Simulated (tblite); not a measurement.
Record of a relaxation.

Compound: C2H10Ge2OSi2.
Numbering: `[CH:1]#[C:2][SiH2:3][O:4][SiH2:5][GeH2:6][GeH3:7]` (hydrogens: H8 on C1; H9, H10 on Si3; H11, H12 on Si5; H13, H14 on Ge6; H15, H16, H17 on Ge7)

Computed with GFN2-xTB (tblite), gas phase: L-BFGS steps from a force-field or distance-geometry start until the largest atomic force falls under 0.01 eV/Å. 6 of its 152 geometries are shown.

Step 0: E = -564.9926 eV, largest atomic force 3.238 eV/Å
```
atom  x, y, z in Å  |  force x, y, z in eV/Å
C1      1.746   -1.630   -1.586   -0.044   0.746   0.217
C2      1.785   -0.464   -1.269   -0.155  -1.579  -0.306
Si3     1.872    1.274   -0.760   -1.004   1.693  -0.405
O4      0.267    1.928   -0.658    1.633  -1.225   2.513
Si5    -0.270    1.685    0.980   -0.270   0.542  -1.287
Ge6    -0.842   -0.529    1.331    0.178  -0.044  -0.237
Ge7    -2.174   -1.286   -0.501    0.096  -0.040   0.299
H8      1.695   -2.640   -1.867    0.022  -0.115  -0.057
H9      2.628    1.407    0.492   -0.129  -0.078  -0.026
H10     2.590    2.019   -1.796   -0.290   0.113  -0.025
H11     0.741    2.122    1.946   -0.005   0.144  -0.105
H12    -1.476    2.501    1.186    0.233   0.106  -0.310
H13     0.448   -1.382    1.426   -0.490   0.047   0.245
H14    -1.628   -0.657    2.656    0.364  -0.124  -0.263
H15    -2.512   -2.782   -0.303   -0.094   0.453  -0.369
H16    -1.393   -1.092   -1.807   -0.463  -0.169   0.294
H17    -3.485   -0.461   -0.547    0.418  -0.469  -0.178
```

Step 30: E = -565.9271 eV, largest atomic force 0.160 eV/Å
```
atom  x, y, z in Å  |  force x, y, z in eV/Å
C1      1.687   -1.614   -1.606   -0.013  -0.066  -0.023
C2      1.843   -0.454   -1.329   -0.045   0.011   0.058
Si3     2.112    1.310   -0.821   -0.025  -0.131  -0.071
O4      0.839    1.863    0.020    0.019   0.086   0.020
Si5    -0.295    1.782    1.167   -0.077  -0.113   0.032
Ge6    -0.918   -0.471    1.342    0.013   0.068  -0.054
Ge7    -2.178   -1.371   -0.459   -0.036   0.027  -0.068
H8      1.564   -2.630   -1.865   -0.016   0.068   0.006
H9      3.281    1.332    0.049    0.099   0.054   0.114
H10     2.154    2.184   -1.981    0.007   0.083  -0.115
H11     0.281    2.302    2.405    0.049   0.023   0.036
H12    -1.363    2.657    0.687   -0.009  -0.003  -0.023
H13     0.288   -1.358    1.531    0.041  -0.089   0.033
H14    -1.700   -0.799    2.598   -0.005   0.034   0.037
H15    -2.562   -2.824   -0.386    0.007  -0.020   0.021
H16    -1.537   -1.228   -1.810   -0.010  -0.003   0.015
H17    -3.503   -0.669   -0.618    0.002  -0.030  -0.020
```

Step 60: E = -565.9547 eV, largest atomic force 0.074 eV/Å
```
atom  x, y, z in Å  |  force x, y, z in eV/Å
C1      1.544   -1.526   -1.534   -0.016   0.009   0.004
C2      1.828   -0.394   -1.239   -0.023  -0.012  -0.019
Si3     2.209    1.367   -0.815    0.004   0.053  -0.021
O4      1.137    1.901    0.284   -0.003   0.005   0.019
Si5    -0.202    1.743    1.174   -0.071   0.018  -0.009
Ge6    -0.895   -0.490    1.265    0.000  -0.026   0.021
Ge7    -2.182   -1.435   -0.501    0.009  -0.007   0.021
H8      1.311   -2.517   -1.800   -0.005  -0.047   0.008
H9      3.510    1.468   -0.160    0.037  -0.005   0.027
H10     2.019    2.209   -1.995   -0.001   0.004  -0.008
H11     0.150    2.279    2.488    0.032  -0.002   0.006
H12    -1.226    2.577    0.533    0.030  -0.005  -0.002
H13     0.192   -1.491    1.599    0.012   0.007   0.007
H14    -1.780   -0.659    2.491    0.006  -0.003  -0.007
H15    -2.497   -2.901   -0.356    0.008   0.012  -0.004
H16    -1.586   -1.321   -1.875   -0.010   0.007  -0.019
H17    -3.539   -0.798   -0.636   -0.010  -0.010  -0.025
```

Step 91: E = -565.9594 eV, largest atomic force 0.026 eV/Å
```
atom  x, y, z in Å  |  force x, y, z in eV/Å
C1      1.452   -1.518   -1.472   -0.010   0.007  -0.001
C2      1.767   -0.379   -1.248   -0.007  -0.013   0.009
Si3     2.203    1.374   -0.827    0.008  -0.002  -0.006
O4      1.142    1.919    0.279    0.003   0.010  -0.010
Si5    -0.191    1.754    1.179    0.000   0.004   0.010
Ge6    -0.887   -0.481    1.245    0.016   0.000   0.002
Ge7    -2.151   -1.446   -0.531    0.001   0.011   0.000
H8      1.192   -2.518   -1.683    0.006   0.002  -0.006
H9      3.509    1.417   -0.173   -0.005   0.011   0.008
H10     2.037    2.238   -1.995   -0.003  -0.010  -0.003
H11     0.195    2.262    2.495    0.004  -0.010   0.003
H12    -1.209    2.616    0.570    0.012  -0.010  -0.010
H13     0.204   -1.478    1.590   -0.013   0.023  -0.002
H14    -1.774   -0.650    2.469   -0.021  -0.012   0.007
H15    -2.377   -2.929   -0.402    0.009  -0.002  -0.016
H16    -1.575   -1.277   -1.910   -0.006  -0.005   0.002
H17    -3.546   -0.894   -0.664    0.006  -0.002   0.014
```

Step 121: E = -565.9700 eV, largest atomic force 0.075 eV/Å
```
atom  x, y, z in Å  |  force x, y, z in eV/Å
C1      1.354   -1.573   -1.418    0.008   0.049   0.015
C2      1.696   -0.438   -1.205   -0.008  -0.072  -0.020
Si3     2.153    1.324   -0.847    0.017  -0.014   0.009
O4      0.975    1.978    0.065    0.006   0.000   0.013
Si5    -0.180    1.793    1.183   -0.033   0.004  -0.005
Ge6    -0.899   -0.436    1.267   -0.017  -0.020  -0.068
Ge7    -2.056   -1.419   -0.576   -0.018   0.023   0.065
H8      1.079   -2.572   -1.615    0.006   0.016  -0.002
H9      3.383    1.358   -0.055   -0.009  -0.001  -0.003
H10     2.156    2.119   -2.071   -0.016   0.013  -0.002
H11     0.403    2.216    2.457    0.015   0.009   0.009
H12    -1.235    2.716    0.755    0.027  -0.039   0.006
H13     0.168   -1.426    1.702   -0.011   0.031  -0.009
H14    -1.868   -0.595    2.427   -0.008   0.022   0.038
H15    -1.920   -2.916   -0.685   -0.016  -0.001  -0.005
H16    -1.665   -0.922   -1.938   -0.003   0.018  -0.021
H17    -3.550   -1.196   -0.522    0.062  -0.036  -0.018
```

Step 151: E = -565.9756 eV, largest atomic force 0.009 eV/Å
```
atom  x, y, z in Å  |  force x, y, z in eV/Å
C1      1.329   -1.581   -1.419    0.004   0.003   0.000
C2      1.691   -0.453   -1.208   -0.005  -0.002  -0.003
Si3     2.170    1.304   -0.852   -0.004  -0.004  -0.002
O4      1.073    1.939    0.165    0.005   0.004   0.001
Si5    -0.161    1.798    1.202    0.005  -0.004   0.004
Ge6    -0.946   -0.407    1.274    0.000  -0.001   0.000
Ge7    -2.045   -1.425   -0.582    0.008  -0.001   0.003
H8      1.045   -2.576   -1.619   -0.002   0.000  -0.001
H9      3.453    1.338   -0.150   -0.003  -0.002   0.002
H10     2.076    2.114   -2.065   -0.001   0.000   0.000
H11     0.367    2.229    2.496   -0.001   0.003  -0.001
H12    -1.174    2.731    0.704   -0.004   0.002  -0.001
H13     0.095   -1.399    1.755    0.004  -0.004   0.003
H14    -1.938   -0.516    2.422   -0.004   0.000  -0.002
H15    -1.739   -2.886   -0.787    0.002   0.007   0.000
H16    -1.752   -0.800   -1.918    0.000  -0.003  -0.003
H17    -3.549   -1.397   -0.494   -0.003   0.001  -0.001
```

Task: Summarise the path.

Result: The energy falls by 94.85 kJ/mol from step 0 to step 151; nine tenths of that is first reached at step 22. It falls at every step. The largest force goes from 3.238 to 0.009 eV/Å. Among the bonds O4–Si5 changes most, from 1.740 to 1.618 Å; the atoms move by 0.637 Å rms after alignment.

Task: Follow the three bonds and two angles with the largest change from start to end.

Result: 
```
step  E above end (kJ/mol)  largest force (eV/Å)  O4–Si5 (Å)  Si3–O4 (Å)  C2–Si3 (Å)  Si3–O4–Si5 (°)  Si5–Ge6–Ge7 (°)
   0                 94.85                 3.238       1.740       1.737       1.813           106.7            108.9
   7                 32.60                 0.395       1.629       1.633       1.848           126.2            110.9
  13                 17.47                 0.335       1.630       1.641       1.860           129.4            112.6
  20                 10.56                 0.276       1.625       1.628       1.857           135.8            113.7
  26                  5.86                 0.153       1.618       1.625       1.849           151.3            115.7
  33                  4.26                 0.083       1.618       1.626       1.855           153.7            116.7
  39                  3.48                 0.096       1.620       1.629       1.857           152.1            116.9
  46                  2.81                 0.064       1.616       1.625       1.855           153.6            118.1
  53                  2.41                 0.067       1.616       1.626       1.856           153.6            118.9
  59                  2.11                 0.066       1.616       1.626       1.852           152.7            120.3
  66                  1.87                 0.035       1.617       1.627       1.855           152.9            120.5
  72                  1.81                 0.028       1.616       1.626       1.854           152.2            120.9
  79                  1.73                 0.031       1.616       1.626       1.855           151.9            121.1
  85                  1.66                 0.020       1.617       1.627       1.854           151.8            121.3
  92                  1.56                 0.023       1.617       1.627       1.855           151.9            121.5
  98                  1.36                 0.036       1.617       1.627       1.855           151.4            121.8
 105                  1.23                 0.021       1.618       1.627       1.855           150.7            121.9
 112                  1.10                 0.039       1.619       1.627       1.855           150.2            121.8
 118                  0.85                 0.095       1.616       1.624       1.856           148.4            121.1
 125                  0.25                 0.060       1.618       1.627       1.855           151.2            121.9
 131                  0.12                 0.025       1.619       1.627       1.855           150.7            121.7
 138                  0.06                 0.026       1.618       1.627       1.855           150.9            121.8
 144                  0.02                 0.015       1.618       1.626       1.855           151.2            122.0
 151                  0.00                 0.009       1.618       1.626       1.855           151.8            122.1
```

The cost below is that of the whole relaxation. On Arm Neoverse N1, one thread, shared host with 64 logical CPUs at a one-minute load of 61, this took 2.6 s wall.
